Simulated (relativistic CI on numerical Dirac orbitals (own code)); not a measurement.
**Slater and spin-orbit integrals, Lu62+**

Method of calculation: Dirac-Coulomb-Breit CI, separate exchange-only KLI orbitals for each configuration, a model potential for QED, unscaled Slater integrals (own radial code, finite nucleus).

Slater integrals F^k, G^k are unscaled and averaged over j, outside the closed core 1s2; ζ comes from projecting the Hamiltonian with its Breit term on Σ l·s of the shell.

- 2s2 2p5: ζ(2p) = 6.1719e+06 cm⁻¹; <r>(2p) = 0.07053, <r^2>(2p) = 0.006071 (bohr units).
- 2p6 3p: ζ(3p) = 1.735e+06 cm⁻¹; <r>(3p) = 0.1833, <r^2>(3p) = 0.03896 (bohr units).
- 2s2 2p4 3s: F^2(2p,2p) = 1.3388e+06, ζ(2p) = 6.2466e+06, G^1(2p,3s) = 143950 cm⁻¹; <r>(2p) = 0.07016, <r^2>(2p) = 0.006006, <r>(3s) = 0.1885, <r^2>(3s) = 0.04062 (bohr units).

Averages of the first 10 configurations, taken without configuration mixing, which lowers the lowest level and can move excited configurations by several eV; other configurations of the list can lie among them:

```tsv
Configuration	Parity	States	Average energy above the lowest level (eV)
2s2 2p5	odd	6	383.7
2s 2p6	even	2	1600.8
2p6 3s	even	2	10968.6
2p6 3p	odd	6	11302.8
2s2 2p4 3s	even	30	8544.3
2p6 3d	even	10	11596.9
2s2 2p4 3p	odd	90	8889.4
2s2 2p4 3d	even	150	9183.7
2s 2p5 3s	odd	24	9726.9
2s 2p5 3p	even	72	10066.6
```
